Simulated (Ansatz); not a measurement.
Saddle point of BSiH$_{7}$O$_{3}$, singlet (BSiH₅O₂ ([OH][B]([OH])[SiH3]) + H₂O → BH₃O₃ ([OH][B]([OH])[OH]) + SiH₄; bonds formed: B1–O6, Si2–H5; bonds broken: B1–Si2, H5–O6), PBE0-D4/def2-TZVP structure:

B1  (-0.252, -0.784, 0.106)
Si2  (0.461, 1.499, 0.100)
O3  (-1.605, -0.816, 0.373)
O4  (0.624, -1.403, 0.971)
H5  (0.159, 0.048, -1.211)
O6  (-0.034, -1.063, -1.419)
H7  (0.014, 2.608, -0.800)
H8  (-0.159, 1.767, 1.429)
H9  (1.939, 1.652, 0.272)
H10  (-1.788, -0.945, 1.306)
H11  (1.543, -1.366, 0.701)
H12  (-0.903, -1.198, -1.826)
(Å)

Energies are electronic, without zero-point energy. Barriers and step energies count from the start structure reached by relaxing down the imaginary mode; all methods use the PBE0-D4 structures, on which another method's saddle can fall below an end. Program: Ansatz 0.2.0. Basis: def2-TZVPP, with def2-QZVPP for the basis limit. Cores are frozen in the correlated methods. B3LYP uses VWN-RPA correlation. Extrapolation: Hartree–Fock as exp(−7.88 √X), correlation as X^−2.97.

| method | barrier (kcal/mol) | step energy (kcal/mol) |
| --- | --- | --- |
| SPW92 | 19.74 | -28.74 |
| PBE-D4 | 27.66 | -27.99 |
| BLYP-D4 | 33.09 | -30.53 |
| r2SCAN-D4 | 29.53 | -32.03 |
| B97M-V | 32.78 | -33.16 |
| PBE0-D4 | ? | -30.28 |
| B3LYP-D4 | 35.46 | -32.28 |
| r2SCAN0-D4 | 32.08 | -33.19 |
| BHLYP-D4 | 39.87 | -34.86 |
| CAM-B3LYP-D4 | 36.30 | -33.49 |
| wB97X-V | 35.80 | -31.83 |
| wB97M-V | ? | -32.70 |
| B2PLYP | 36.52 | -33.21 |
| PBE-QIDH | 33.92 | -32.50 |
| RPA on PBE | 36.35 | -32.17 |
| HF | 50.76 | -39.84 |
| MP2 | ? | -33.06 |
| CCSD | 38.95 | -33.53 |
| CCSD(T) | 36.29 | -32.48 |

Task: Fill in the withheld barriers. (To be estimated.)

Result: By the calculation: PBE0-D4 31.09; MP2 34.89; wB97M-V 34.25 kcal/mol. Each is the energy of the saddle less that of the start structure, by the same method.

For comparison, the barrier by CCSD(T) at an estimated basis limit (MP2 extrapolated from triple and quadruple zeta, plus CCSD(T) − MP2 in triple zeta) is 37.18 kcal/mol.

The T1 diagnostic stays at or below 0.014.

Labels in which every atom is bracketed show which atoms are joined, not bond orders.

For scale, one of the runs: CCSD(T)/def2-TZVPP, 264 basis functions, launched by `ansatz run in.yaml --threads 8 --pin off --events-out ev --progress --plain --max-ram 19148MiB`. Time: 2.3 min of wall clock on 8 CPU threads of an Arm Neoverse V1; the host was shared. Peak host memory: 6.7 GiB.
